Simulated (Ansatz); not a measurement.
`ClC=[Se]`, charge 0, multiplicity 1.

Q: Give a relaxed structure at PBE0-D4/def2-TZVP (Ansatz 0.2.0). (Estimate.)

A: Computed: 
Z-matrix (Å, degrees):
```
C
Cl 1 1.708
Se 1 1.740 2 126.4
H 1 1.086 2 110.8 3 180.0
```
Point group Cs.
